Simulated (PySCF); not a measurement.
Levels of Hg⁴⁹⁺ from EOM-EA-GCCSD

Reference: closed-shell Hg⁵⁰⁺, [Ar] 3d10 4s2; one electron is added. Calculated with PySCF 2.14, two-component X2C-1e with screened spin-orbit coupling, an even-tempered Gaussian basis (18 s from 3.2 bohr⁻², ratio 2.6; 15 p from 4.1 bohr⁻², ratio 2.6; 10 d from 4.1 bohr⁻², ratio 2.6; 6 f from 4.2 bohr⁻², ratio 2.8); frozen [Ar]; the 92 highest virtual spinors dropped; of the others 68 kept and the rest restored at second order. No Breit or QED terms. Binding energies in eV.

```json
{"level": "4p1/2", "Koopmans": "2814.9", "second order": "2816.5", "EOM-CCSD": "2816.3"}
{"level": "4p3/2", "Koopmans": "2664.9", "second order": "2666.8", "EOM-CCSD": "2666.8"}
```

For comparison, the ionisation energy of Hg⁴⁹⁺ is 2815 ± 4 eV (theoretical estimate listed by NIST; NIST Atomic Spectra Database, ionization energies).
